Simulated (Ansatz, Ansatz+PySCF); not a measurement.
```xyz
8

C     0.0386   -0.9284   -0.0971
O    -0.0218   -0.9591    1.1428
O    -0.0423    0.1483   -0.8761
C    -0.0381    1.3770   -0.1604
H     0.0206   -1.8700   -0.7323
H     0.0463    2.1684   -0.9492
H    -0.8881    1.5510    0.4717
H     0.8953    1.5548    0.4591
```

Basis set: def2-SVP (spherical functions). Frozen core: 4 orbitals. Charge 0, multiplicity 1.

Computed with Ansatz (development build ahead of 0.2.0); each method stands on the lowest determinant of its kind that the runs found. Restricted open shells among the atoms or ions are ROHF, correlated in semicanonical orbitals with singles. Restricted functionals stand beside restricted open-shell atoms, which can lie above the unrestricted atoms usual in DFT and then raise those values.

Question: Give the atomization energy at this shape (free ground-state atoms in the same class of orbitals less the molecule, no zero-point energy) of singlet C₂H₄O₂ by ωB97X (restricted), ωB97X (unrestricted), r²SCAN (restricted), r²SCAN (unrestricted), PBE0 (restricted), PBE0 (unrestricted), PBE (restricted), PBE (unrestricted), RHF-CCSD(T), RHF-MP2, UHF-MP2, RHF, UHF.

Answer:

```
               method  atomization energy
   ωB97X (restricted)     793.04 kcal/mol
 ωB97X (unrestricted)     786.16 kcal/mol
  r²SCAN (restricted)     798.78 kcal/mol
r²SCAN (unrestricted)     791.15 kcal/mol
    PBE0 (restricted)     794.16 kcal/mol
  PBE0 (unrestricted)     789.23 kcal/mol
     PBE (restricted)     820.88 kcal/mol
   PBE (unrestricted)     817.04 kcal/mol
          RHF-CCSD(T)     744.45 kcal/mol
              RHF-MP2     760.61 kcal/mol
              UHF-MP2     760.08 kcal/mol
                  RHF     558.65 kcal/mol
                  UHF     547.24 kcal/mol
```

Caution: the shape is not the minimum.
